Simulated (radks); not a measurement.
Results of a calculation; reference values are marked as such.
Problem. The ruthenium ion Ru6+ is in [Kr] 4d2. Level of theory: scalar-relativistic Kohn-Sham, PBE, spin-polarised, spherical densities, finite nucleus; Fermi nuclear charge, rms radius of each element as measured or else 0.836 A^(1/3) + 0.57 fm (a radial shooting solver on a logarithmic mesh with Libxc functionals). Open shells are filled with parallel spins first. One electron is removed from 3d, 4p, 4s, 4d in turn, with full relaxation. Which removal costs least, and what does each cost?

Solution. 4d 93.650 eV; 4p 139.30 eV; 4s 171.43 eV; 3d 386.03 eV. The 4d electron leaves first.
